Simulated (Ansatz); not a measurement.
## One reagent, a row of partners

Four-centre ligand exchange: BH₃O₃ ([OH][B]([OH])[OH]) meets different reagents, and the same bond of it breaks. Each row is one chosen step, not always the lowest open to these reactants.

Gas-phase electronic energies, without zero-point energy, by CCSD(T) at an estimated basis limit (MP2 extrapolated from triple and quadruple zeta, plus CCSD(T) − MP2 in triple zeta); Ansatz 0.2.0, def2-TZVPP and QZVPP, frozen cores, on PBE0-D4/def2-TZVP structures. Extrapolation: Hartree–Fock as exp(−7.88 √X), correlation as X^−2.97. All energies, in eV, count from the separated reactants, without counterpoise correction; the start and end structures are the complexes reached by relaxing down from the saddle, and deeper ones may exist. Brackets give SMILES, or, where every atom is bracketed, only which atoms are joined. Steps whose reference was doubtful or whose search ended elsewhere are left out.

| reactants | products | broken | formed | start structure | saddle | end structure | saddle by PBE-D4/TZ |
| --- | --- | --- | --- | --- | --- | --- | --- |
| BH₃O₃ ([OH][B]([OH])[OH]) + NH₃ | BNH₄O₂ ([NH2][B]([OH])[OH]) + H₂O | B–O, H–N | B–N, H–O | -0.025 | 1.293 | 0.080 | 0.988 |
| BH₃O₃ ([OH][B]([OH])[OH]) + H₂S | BH₃SO₂ ([OH][B]([OH])[SH]) + H₂O | B–O, H–S | B–S, H–O | -0.134 | ? | 0.361 | 1.019 |
| BH₃O₃ ([OH][B]([OH])[OH]) + H₂ | BH₃O₂ ([OH][BH][OH]) + H₂O | B–O, H–H | B–H, H–O | -0.045 | 2.452 | 0.837 | 2.053 |

(1) What is the height of the saddle for BH₃O₃ ([OH][B]([OH])[OH]) + H₂S? (An estimate is asked for; the value comes from the calculation.)

(2) How do the PBE-D4 saddles lie against the coupled-cluster estimate?

The T1 diagnostic stays at or below 0.013.

For scale, one of the runs: CCSD(T)/def2-TZVPP, 239 basis functions, launched by `ansatz run in.yaml --threads 4 --pin off --events-out ev --progress --plain --max-ram 9574MiB`. Time: 3 min of wall clock on 4 CPU threads of an Arm Neoverse V1; the host was shared. Peak host memory: 5 GiB.

Results:

(1) By the calculation: 1.439 eV relative to the separated reactants, between the members at 1.293 and 2.452; above its start structure the barrier is 1.439 − (-0.134) ≈ 1.573 eV.

(2) All lower, by 0.305 to 0.420 eV.
